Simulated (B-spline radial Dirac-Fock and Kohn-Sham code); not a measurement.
# Dipole and non-dipole photoemission parameters of Tb⁴⁺ 4f7/2

System: terbium as Tb⁴⁺, configuration [Xe] 4f7; threshold 64.76 eV (orbital energy of the model). Calculated with a B-spline atomic structure program, using Dirac-Hartree-Slater photoionisation with a Latter tail; cross sections with all multipoles, angular parameters from the dipole term and its interference with E2.

For linearly polarised light dσ/dΩ = σ/(4π) [1 + β P₂(cos θ) + (δ + γ cos²θ) sin θ cos φ], with θ from the polarisation vector and φ the angle between the beam and the projection of the electron momentum on the plane normal to the polarisation.

```
hν (eV)   σ (kb)      β      γ      δ
   73.8     2040  0.908  0.009  0.003
     80     2340  0.706  0.006  0.005
    100     2970  0.428  0.003  0.009
    113     3060  0.370  0.002  0.010
    116     3060  0.362  0.001  0.011
    150     2740  0.367  0.001  0.015
    200     2140  0.462  0.005  0.020
    400      648  0.796  0.032  0.035
    508      362  0.900  0.058  0.043
    528      327  0.915  0.064  0.044
    600      232  0.961  0.087  0.050
   1240     25.1  1.071  0.332  0.090
   1920     5.45  1.018  0.559  0.129
   2410     2.35  0.965  0.687  0.157
   2970     1.06  0.907  0.806  0.188
 2984.4     1.04  0.906  0.809  0.189
   3190    0.801  0.886  0.847  0.200
   3560    0.520  0.853  0.909  0.221
   5370   0.0968  0.729  1.138  0.317
   5380   0.0960  0.728  1.139  0.318
   5550   0.0842  0.719  1.156  0.327
   5990        ?      ?      ?      ?
   6000   0.0605  0.696  1.199  0.349
   9820  0.00695  0.554  1.433  0.527
  12800  0.00208  0.485  1.520  0.649
```

Question: Give the values at 5990 eV.

Answer: σ = 0.0609 kb, β = 0.696, γ = 1.198, δ = 0.349.
